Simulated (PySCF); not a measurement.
## A small calculation by hand: oscillator strength and radiative lifetime

B(F)(Br)(Me) (CH₃BBrF), SMILES BrB(F)C.

Coordinates come from a B3LYP-D3(BJ)/def2-SVP optimisation.

TDA-M06-2X/def2-SVPD (PySCF) puts the first singlet state with f over 0.02 at 7.32 eV (vertical), with the transition dipole (-0.114, 0.688, -0.417) in atomic units.

Question: Find the oscillator strength, the wavelength and the radiative lifetime that this transition would have in vacuum if emission retraced absorption.

Answer: 
|μ|² = 0.6602 au, so |μ| = 2.07 D. ΔE = 7.32/27.211 = 0.2690 hartree. f = (2/3) ΔE |μ|² = 0.118 (the program prints 0.118).
λ = 1239.84/7.32 = 169 nm; ν = 59040 cm⁻¹.
Einstein's coefficient A = 0.6670 ν² f s⁻¹ (ν in cm⁻¹) = 2.8e8 s⁻¹, so τ = 1/A = 3.6 ns. This state is S3; the lower singlets have f = 0.001, 0.001. The figure is the radiative limit of this one transition; relaxation, internal conversion, crossing to triplets and a medium change what is measured.
